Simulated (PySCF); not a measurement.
Vertical excitations of a molecule CH₅FN₂Si₂ from TDA-ωB97X/def2-SVPD in PySCF, as energy in eV (oscillator strength): 3.68 (0.000), 6.42 (0.027), 7.02 (0.013), 7.19 (0.009), 7.38 (0.019), 7.68 (0.086), 7.80 (0.184), 7.84 (0.021), 8.03 (0.047), 8.22 (0.004). Lowest triplet (TDA): 2.97 eV. Coordinates come from a r2SCAN-D4/def2-SVP optimisation. Other conformers were not sampled.

Problem. Pick the molecule that these values belong to.
A. F[Si@H]1N=C[SiH2]N1
B. N[Si@H]1C=N[Si@H]1F
C. N[Si@H]1N=C[Si@H]1F
D. F[Si@@H]1C=N[SiH2]N1

Solution. D, F[Si@@H]1C=N[SiH2]N1
